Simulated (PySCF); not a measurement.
## C₆ coefficients of unlike pairs at M06

Calculated with PySCF 2.14 from the dipole response of each species, C₆(A,B) = (3/π) ∫ α_A(iu) α_B(iu) du, in atomic units, from isotropic polarisabilities. For ions this is the dispersion term alone; charge-induced terms of lower order in 1/R come first.

```json
{"species": "Ru⁺", "configuration": "[Kr] 4d7 (4F)", "basis": "x2c-TZVPPall with one added diffuse shell each of s, p, d, f type (9s7p7d3f1g)", "relativity": "spin-free X2C", "α (bohr³)": "15.93", "C₆ (like pair)": "100.1"}
{"species": "Al³⁺", "configuration": "[Ne] (1S)", "basis": "x2c-TZVPPall with one added diffuse shell each of s, p, d type (6s6p4d1f)", "relativity": "spin-free X2C", "α (bohr³)": "0.2578", "C₆ (like pair)": "0.2268"}
{"species": "Nb⁺", "configuration": "[Kr] 4d4 (5D)", "basis": "aug-cc-pwCVDZ-PP with ECP28MDF (6s6p5d3f)", "relativity": "core potential", "α (bohr³)": "27.19", "C₆ (like pair)": "174.5"}
```

**Question.** Estimate C₆ for Nb⁺ with Ru⁺.

**Answer.** The integral gives 130.1. The combination rule 2 C_A C_B / (C_A α_B/α_A + C_B α_A/α_B) gives 127.9 and the geometric mean 132.2.

No spin-orbit coupling is included.

The other pairs:

```json
{"pair": "Al³⁺, Ru⁺", "C₆": "3.428"}
{"pair": "Nb⁺, Al³⁺", "C₆": "3.944"}
```
